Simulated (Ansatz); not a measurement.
C₂H₉AsSi, SMILES `CC[AsH][SiH3]`, relaxed with RKS PBE-D4/def2-SVP in Ansatz from a rough embedded geometry. The force threshold is 0.03 eV/Å; the program also tests the step.

The species carries charge 0 and has multiplicity 1.

Start:

```xyz
13

C    -0.780    1.841   -0.727
C     0.117    0.709   -0.412
As   -0.986   -0.846    0.016
Si    0.768   -2.177    0.625
H    -0.147    2.785   -0.937
H    -1.415    2.157    0.153
H    -1.438    1.674   -1.608
H     0.712    0.477   -1.314
H     0.780    0.947    0.409
H    -1.273   -0.388    1.432
H     0.375   -3.362    1.307
H     1.648   -1.372    1.564
H     1.640   -2.446   -0.508
```

(1) How much energy does the relaxation release, and in how many steps? (Best estimate.)

(2) Which bonds change most? (Best estimate.)

(3) Give the relaxed structure. (Estimate.)

## Answers

(1) Computed: 0.35 eV, in 4 steps.

(2) The calculation gave: As3–Si4 from 2.284 to 2.384 Å; Si4–H11 from 1.423 to 1.506 Å; C2–As3 from 1.954 to 2.014 Å; Si4–H13 from 1.454 to 1.507 Å.

(3) Ansatz gave: 
```xyz
13

C    -0.799    1.966   -0.729
C     0.096    0.758   -0.461
As   -0.988   -0.892   -0.059
Si    0.856   -2.195    0.705
H    -0.196    2.857   -1.003
H    -1.400    2.236    0.165
H    -1.510    1.776   -1.559
H     0.703    0.508   -1.356
H     0.803    0.949    0.371
H    -1.353   -0.477    1.383
H     0.359   -3.447    1.377
H     1.751   -1.447    1.661
H     1.678   -2.593   -0.494
```
